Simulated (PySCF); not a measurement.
GaHCl2, SMILES [Cl][GaH][Cl]. The structure is a stationary point at ωB97X-D3(BJ)/def2-TZVP.

PySCF with TDA-B3LYP/def2-SVPD puts the lowest singlet excitations at 5.76, 5.82, 6.26, 6.62, 6.62, 6.68 eV.

Q: What are the lowest excitation roots from ADC(2)/aug-cc-pVDZ (PySCF)? (An estimate is asked for; the answer gives what the named calculation found.)

A: 6.56, 6.64, 7.05, 7.45, 7.56, 7.57 eV. S1 differs by 0.80 eV (second minus first; roots are paired by order, and the bases may differ).
